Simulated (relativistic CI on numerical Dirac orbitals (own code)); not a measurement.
## Dy4+: 4f valence photoemission

Computed with this model: Dirac-Coulomb-Breit CI, KLI orbitals optimised for each configuration, a model potential for QED, multiplet model of photoemission in the sudden approximation, unscaled Slater integrals; configurations [Xe] 4f8 → [Xe] 4f7; 300 K; Lorentzian 0.21 eV and Gaussian 0.3 eV FWHM. Energies are those of the free ion, without screening or charge transfer. The energies are binding energies and can lie tens of eV above those of solids. S is read from ⟨S²⟩ = S(S + 1).

free ion: ground-state S = 2.96, centroid 64.70 eV. Peaks (eV, height): 58.0 (58), 63.6 (42), 64.1 (100), 64.9 (32), 66.9 (76), 67.7 (19), 68.3 (44), 69.3 (7).

Strongest unbroadened transitions for free ion:

| Energy (eV) | Relative strength |
| --- | --- |
| 57.98 | 81.3 |
| 63.52 | 29.4 |
| 63.63 | 19.4 |
| 64.09 | 100.0 |
| 64.15 | 27.5 |
| 64.17 | 6.4 |
| 64.85 | 29.7 |
| 65.04 | 12.3 |
| 66.85 | 85.8 |
| 67.12 | 3.5 |
| 67.17 | 53.8 |
| 67.41 | 3.7 |
| 67.70 | 5.1 |
| 67.80 | 5.8 |
| 68.33 | 53.7 |
| 68.48 | 4.6 |
| 68.61 | 5.8 |
| 69.38 | 5.2 |
